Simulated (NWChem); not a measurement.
# Si₃H₇Cl; SMILES [SiH3][SiH2][SiH2]Cl

```xyz
11

Si    -0.8378     2.2768     0.2133
Si     1.0267     0.9547    -0.3492
Si     0.8034    -1.2949     0.3024
Cl    -0.9402    -2.1197    -0.5146
H     -1.1109     2.1786     1.6733
H     -0.5693     3.7015    -0.1256
H     -2.0423     1.8246    -0.5318
H      1.2726     1.0040    -1.8186
H      2.2470     1.4831     0.3311
H      0.6998    -1.4263     1.7795
H      1.9443    -2.1242    -0.1671
```
Atoms are numbered in this order, from 1.

All runs: NWChem. STO-3G and 3-21G are far too small for this property and stand as cheap habits. All runs use the structure optimised with B3LYP/6-31G* (spherical d). GIAO values for the isolated, static molecule; σ is the absolute isotropic shielding, δ = σ(reference) − σ with the isolated reference molecule computed at the same levels (1H: tetramethylsilane, 29Si: tetramethylsilane).

For level PBE0/pcSseg-1:

```yaml
"δ Si1 (ppm)": -108.8
"σ Cl4 (ppm)": 1038.6
"δ H5 (rotor mean) (ppm)": 3.75
"δ H9 (ppm)": 3.43
"δ H10 (ppm)": 5.36
"δ H11 (ppm)": 5.54
```

Task: Estimate the same quantities for level Hartree-Fock/STO-3G.

Result: 
| Item | Result |
|---|---|
| δ Si1 (ppm) | -77.1 |
| σ Cl4 (ppm) | 1242.5 |
| δ H5 (rotor mean) (ppm) | 1.40 |
| δ H9 (ppm) | 1.31 |
| δ H10 (ppm) | 2.39 |
| δ H11 (ppm) | 2.47 |
